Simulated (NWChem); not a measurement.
System: GaO, doublet; SMILES [Ga]=[O]

The following NWChem deck was run.

```
start job
memory heap 200 mb stack 900 mb global 1100 mb
geometry units angstroms noautoz
  Ga     0.000000     0.000000    -0.367999
  O      0.000000     0.000000     1.338887
end
basis spherical
  * library def2-tzvp
end
dft
  odft
  mult 2
  xc mn15
  iterations 150
  mulliken
end
task dft energy
```

Structure relaxed at the PBE0/def2-SVP, spin-unrestricted level. No stability test was run on the SCF state.

Give the results of this calculation. (MN15/def2-TZVP, spin-unrestricted.) Quantities: energy (Ha); highest occupied level (eV); lowest empty minus highest occupied level, either spin (eV); dipole (D); <S²>.


```yaml
energy (Ha): -2000.28
highest occupied level (eV): -8.68
lowest empty minus highest occupied level, either spin (eV): 4.73
dipole (D): 3.57
"<S²>": 0.764
```
